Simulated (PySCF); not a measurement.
Zn(NH2)(SH) (H₃NSZn), SMILES [SH][Zn][NH2].

The structure is a stationary point at B3LYP-D3(BJ)/def2-TZVP. One conformer was computed; it need not be the lowest.

Computed with PBE0/def2-TZVPD run with PySCF.

Symmetry labels are those of the subgroup Cs that the program uses (full group Cs).

Computed valence orbital energies around the gap with their symmetry:
```csv
orbital,symmetry,energy (eV)
HOMO−7,A",-14.78
HOMO−6,A',-14.77
HOMO−5,A",-12.79
HOMO−4,A',-11.14
HOMO−3,A',-10.38
HOMO−2,A',-8.80
HOMO−1,A",-7.33
HOMO,A',-7.16
LUMO,A',-0.85
LUMO+1,A",-0.10
LUMO+2,A',-0.07
LUMO+3,A',0.27
```
